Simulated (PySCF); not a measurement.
Cl$_{2}$Se, charge +1, doublet, geometry from GFN2-xTB (a state made from the parent by changing its charge; the spin is typed, not shown lowest), atoms displaced at random by about 0.08 Å a coordinate; PBE/6-31G, gradient by finite differences (PySCF).

Here is a job for PySCF.
```python
from pyscf import gto, scf, dft

mol = gto.Mole()
mol.atom = '''
    Se    0.048463   -0.008565    0.579890
    Cl    0.901348    1.098342   -0.635822
    Cl   -1.112237   -1.320581   -0.722438
'''
mol.basis = '6-31g'
mol.charge = 1
mol.spin = 1
mol.verbose = 4
mol.build()

mf = dft.UKS(mol)
mf.xc = 'pbe'
mf.conv_tol = 1e-11
mf.kernel()
scan, done = mf.as_scanner(), []
scan.scf_summary = {}
def energy(d):
    c = mol.atom_coords()
    c[0, 2] += d
    e = scan(mol.set_geom_(c, unit='Bohr', inplace=False))
    done.append(scan.converged)
    return e
h = 1e-4
fd = (energy(h) - energy(-h)) / (2 * h)
print('dE/dx =', fd)
```

The log (banner, timings and long lists left out):

```
PySCF version 2.14.0

[INPUT] verbose = 4
[INPUT] num. atoms = 3
[INPUT] num. electrons = 67
[INPUT] charge = 1
[INPUT] spin (= nelec alpha-beta = 2S) = 1
[INPUT] symmetry False subgroup None
[INPUT] Mole.unit = angstrom
[INPUT] Symbol           X                Y                Z      unit          X                Y                Z       unit  Magmom
[INPUT]  1 Se     0.048463000000  -0.008565000000   0.579890000000 AA    0.091581797175  -0.016185504257   1.095833282374 Bohr   0.0
[INPUT]  2 Cl     0.901348000000   1.098342000000  -0.635822000000 AA    1.703300862924   2.075565571107  -1.201529443973 Bohr   0.0
[INPUT]  3 Cl    -1.112237000000  -1.320581000000  -0.722438000000 AA   -2.101823315608  -2.495536415304  -1.365209961979 Bohr   0.0

nuclear repulsion = 353.833214676225
number of shells = 25
number of NR pGTOs = 182
number of NR cGTOs = 53
basis = 6-31g
ecp = {}

******** <class 'pyscf.dft.uks.UKS'> ********
method = UKS
initial guess = minao
damping factor = 0
level_shift factor = 0
DIIS = <class 'pyscf.scf.diis.CDIIS'>
diis_start_cycle = 1
diis_space = 8
diis_damp = 0
SCF conv_tol = 1e-11
SCF conv_tol_grad = None
SCF max_cycles = 50
direct_scf = True
direct_scf_tol = 1e-13
number electrons alpha = 34  beta = 33
XC library pyscf.dft.libxc version 7.1.2
    S. Lehtola, C. Steigemann, M. J. T. Oliveira, and M. A. L. Marques,  SoftwareX 7, 1–5 (2018)
XC functionals = pbe
    J. P. Perdew, K. Burke, and M. Ernzerhof,  Phys. Rev. Lett. 77, 3865 (1996)
    J. P. Perdew, K. Burke, and M. Ernzerhof,  Phys. Rev. Lett. 78, 1396 (1997)
    J. P. Perdew, K. Burke, and M. Ernzerhof,  Phys. Rev. Lett. 77, 3865 (1996)
    J. P. Perdew, K. Burke, and M. Ernzerhof,  Phys. Rev. Lett. 78, 1396 (1997)
radial grids:
    Treutler-Ahlrichs [JCP 102, 346 (1995); DOI:10.1063/1.469408] (M4) radial grids

becke partition: Becke, JCP 88, 2547 (1988); DOI:10.1063/1.454033
pruning grids: <function nwchem_prune>
grids dens level: 3
symmetrized grids: False
atomic radii adjust function: <function treutler_atomic_radii_adjust>
small_rho_cutoff = 0
Set gradient conv threshold to 3.16228e-06
tot grids = 58184
init E= -3320.51155203477

cycle= 1 E= -3320.25663943221  delta_E= 0.255  |g|= 0.294  |ddm|= 1.82
cycle= 2 E= -3319.53758926678  delta_E= 0.719  |g|= 0.956  |ddm|= 2.15
cycle= 3 E= -3320.28571941945  delta_E= -0.748  |g|= 0.27  |ddm|=  1.8
cycle= 4 E= -3320.33526776235  delta_E= -0.0495  |g|= 0.0918  |ddm|= 0.573
cycle= 5 E= -3320.34105704115  delta_E= -0.00579  |g|= 0.0121  |ddm|= 0.157
cycle= 6 E= -3320.34113944644  delta_E= -8.24e-05  |g|= 0.00182  |ddm|= 0.018
cycle= 7 E= -3320.34114136885  delta_E= -1.92e-06  |g|= 0.000684  |ddm|= 0.00337
cycle= 8 E= -3320.34114166029  delta_E= -2.91e-07  |g|= 0.000149  |ddm|= 0.00131
cycle= 9 E= -3320.3411416816  delta_E= -2.13e-08  |g|= 1.52e-05  |ddm|= 0.000318
cycle= 10 E= -3320.341141682  delta_E= -4.06e-10  |g|= 2.11e-06  |ddm|= 6.8e-05
cycle= 11 E= -3320.34114168201  delta_E= -8.19e-12  |g|= 8.06e-07  |ddm|= 1.31e-05
Extra cycle  E= -3320.34114168203  delta_E= -1.73e-11  |g|= 2.7e-06  |ddm|= 6.16e-06
converged SCF energy = -3320.34114168203  <S^2> = 0.75049621  2S+1 = 2.0004961
Create scanner for <class 'pyscf.dft.uks.UKS'>

WARN: Mole.unit (angstrom) is changed to Bohr

New geometry
   1 Se     0.048463000000  -0.008565000000   0.579942917721 AA    0.091581797175  -0.016185504257   1.095933282374 Bohr
   2 Cl     0.901348000000   1.098342000000  -0.635822000000 AA    1.703300862924   2.075565571107  -1.201529443973 Bohr
   3 Cl    -1.112237000000  -1.320581000000  -0.722438000000 AA   -2.101823315608  -2.495536415304  -1.365209961979 Bohr

******** <class 'pyscf.scf.hf.UKS_Scanner'> ********
method = UKS_Scanner
initial guess = minao
damping factor = 0
level_shift factor = 0
DIIS = <class 'pyscf.scf.diis.CDIIS'>
diis_start_cycle = 1
diis_space = 8
diis_damp = 0
SCF conv_tol = 1e-11
SCF conv_tol_grad = None
SCF max_cycles = 50
direct_scf = True
direct_scf_tol = 1e-13
number electrons alpha = 34  beta = 33
XC library pyscf.dft.libxc version 7.1.2
    S. Lehtola, C. Steigemann, M. J. T. Oliveira, and M. A. L. Marques,  SoftwareX 7, 1–5 (2018)
XC functionals = pbe
    J. P. Perdew, K. Burke, and M. Ernzerhof,  Phys. Rev. Lett. 77, 3865 (1996)
    J. P. Perdew, K. Burke, and M. Ernzerhof,  Phys. Rev. Lett. 78, 1396 (1997)
    J. P. Perdew, K. Burke, and M. Ernzerhof,  Phys. Rev. Lett. 77, 3865 (1996)
    J. P. Perdew, K. Burke, and M. Ernzerhof,  Phys. Rev. Lett. 78, 1396 (1997)
radial grids:
    Treutler-Ahlrichs [JCP 102, 346 (1995); DOI:10.1063/1.469408] (M4) radial grids

becke partition: Becke, JCP 88, 2547 (1988); DOI:10.1063/1.454033
pruning grids: <function nwchem_prune>
grids dens level: 3
symmetrized grids: False
atomic radii adjust function: <function treutler_atomic_radii_adjust>
small_rho_cutoff = 0
Set gradient conv threshold to 3.16228e-06
tot grids = 58184
init E= -3320.34113735038
cycle= 1 E= -3320.34116039522  delta_E= -2.3e-05  |g|= 1.62e-05  |ddm|= 0.000114
cycle= 2 E= -3320.34116039392  delta_E= 1.3e-09  |g|= 4.32e-05  |ddm|= 0.000103
cycle= 3 E= -3320.34116039536  delta_E= -1.44e-09  |g|= 9e-06  |ddm|= 8.67e-05
cycle= 4 E= -3320.34116039542  delta_E= -6.09e-11  |g|= 3.86e-06  |ddm|= 1.99e-05
cycle= 5 E= -3320.34116039542  delta_E= -4.55e-12  |g|= 2.21e-07  |ddm|= 6.35e-06
Extra cycle  E= -3320.34116039542  delta_E= 5.46e-12  |g|= 4.65e-07  |ddm|= 1.13e-06
converged SCF energy = -3320.34116039542  <S^2> = 0.75049625  2S+1 = 2.0004962

WARN: Mole.unit (angstrom) is changed to Bohr

New geometry
   1 Se     0.048463000000  -0.008565000000   0.579837082279 AA    0.091581797175  -0.016185504257   1.095733282374 Bohr
   2 Cl     0.901348000000   1.098342000000  -0.635822000000 AA    1.703300862924   2.075565571107  -1.201529443973 Bohr
   3 Cl    -1.112237000000  -1.320581000000  -0.722438000000 AA   -2.101823315608  -2.495536415304  -1.365209961979 Bohr

******** <class 'pyscf.scf.hf.UKS_Scanner'> ********
method = UKS_Scanner
initial guess = minao
damping factor = 0
level_shift factor = 0
DIIS = <class 'pyscf.scf.diis.CDIIS'>
diis_start_cycle = 1
diis_space = 8
diis_damp = 0
SCF conv_tol = 1e-11
SCF conv_tol_grad = None
SCF max_cycles = 50
direct_scf = True
direct_scf_tol = 1e-13
number electrons alpha = 34  beta = 33
XC library pyscf.dft.libxc version 7.1.2
    S. Lehtola, C. Steigemann, M. J. T. Oliveira, and M. A. L. Marques,  SoftwareX 7, 1–5 (2018)
XC functionals = pbe
    J. P. Perdew, K. Burke, and M. Ernzerhof,  Phys. Rev. Lett. 77, 3865 (1996)
    J. P. Perdew, K. Burke, and M. Ernzerhof,  Phys. Rev. Lett. 78, 1396 (1997)
    J. P. Perdew, K. Burke, and M. Ernzerhof,  Phys. Rev. Lett. 77, 3865 (1996)
    J. P. Perdew, K. Burke, and M. Ernzerhof,  Phys. Rev. Lett. 78, 1396 (1997)
radial grids:
    Treutler-Ahlrichs [JCP 102, 346 (1995); DOI:10.1063/1.469408] (M4) radial grids

becke partition: Becke, JCP 88, 2547 (1988); DOI:10.1063/1.454033
pruning grids: <function nwchem_prune>
grids dens level: 3
symmetrized grids: False
atomic radii adjust function: <function treutler_atomic_radii_adjust>
small_rho_cutoff = 0
Set gradient conv threshold to 3.16228e-06
tot grids = 58184
init E= -3320.34116906123
cycle= 1 E= -3320.34112296463  delta_E= 4.61e-05  |g|= 2.63e-05  |ddm|= 0.000224
cycle= 2 E= -3320.34112296424  delta_E= 3.92e-10  |g|= 3.6e-05  |ddm|= 0.000112
cycle= 3 E= -3320.34112296494  delta_E= -7.01e-10  |g|= 1.58e-05  |ddm|= 7.82e-05
cycle= 4 E= -3320.34112296505  delta_E= -1.06e-10  |g|= 9.87e-06  |ddm|= 3.75e-05
cycle= 5 E= -3320.34112296514  delta_E= -9.09e-11  |g|= 4.13e-07  |ddm|= 1.74e-05
cycle= 6 E= -3320.34112296512  delta_E= 1.55e-11  |g|= 6.99e-08  |ddm|= 8.96e-07
cycle= 7 E= -3320.34112296513  delta_E= -1e-11  |g|= 1.42e-08  |ddm|= 1.2e-07
cycle= 8 E= -3320.34112296514  delta_E= -9.09e-12  |g|= 7.01e-09  |ddm|= 1.42e-08
Extra cycle  E= -3320.34112296514  delta_E=    0  |g|= 9.66e-09  |ddm|= 2.48e-08
converged SCF energy = -3320.34112296514  <S^2> = 0.75049618  2S+1 = 2.0004961
dE/dx = -0.18715138139668852
```
